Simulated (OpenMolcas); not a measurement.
Ni2+: moving or changing the point charges

Ni2+ among 6 point charges of -2 e arranged as a trigonal antiprism (D3d), 1.95 Å from the ion, with a polar angle of 60.8° against the regular 54.74°. The active orbitals were held to one l.
```
   0.0000    1.7015    0.9526  -2.00
  -1.4735   -0.8507    0.9526  -2.00
   1.4735   -0.8507    0.9526  -2.00
   0.0000   -1.7015   -0.9526  -2.00
   1.4735    0.8507   -0.9526  -2.00
  -1.4735    0.8507   -0.9526  -2.00
```

```json
{
 "Program": "OpenMolcas",
 "Method": "CASSCF",
 "Basis": "ANO-RCC-VTZP [6s5p3d2f1g]",
 "Scalar Hamiltonian": "DKH2, point nucleus",
 "Active space": "8 electrons in 5 orbitals (3d)",
 "State averaging": "2S+1 = 3 even, 10 roots; 2S+1 = 1 even, 15 roots",
 "Spin-orbit coupling": "state interaction with AMFI integrals over the reference wave functions"
}
```

Runs around this geometry, states (labels of D3, the rotations of D3d). Energies in cm-1 above the lowest state or level, χT in cm3 K/mol.

| R (Å) | Polar angle / regular | Ground state | First state of that spin | First gap with spin-orbit (degeneracies) | χT at 300 K | First state of another spin |
| --- | --- | --- | --- | --- | --- | --- |
| 1.95 | 1.02 | 3A2 | 3A1 3885 | 19.7 (2, 1) | 1.770 | 1E 18938 |
| 1.82 | 1.11 | 3A2 | 3A1 4557 | 60.5 (2, 1) | 1.595 | 1E 19156 |
| 1.95 | 1.11 | 3A2 | 3A1 3189 | 92.9 (2, 1) | 1.822 | 1E 18732 |

Taking the first state of the same spin as R^-n, n = -ln(3189 / 4557) / ln(1.95 / 1.82) = 5.2 between the shortest and longest distance.

Without dynamic correlation the repulsion within the d shell is too large (B by tens of per cent), so at a given field states of lower spin stand too high. Point charges carry no covalency, so the field is a model and not that of real ligands. No measured value stands beside these numbers.
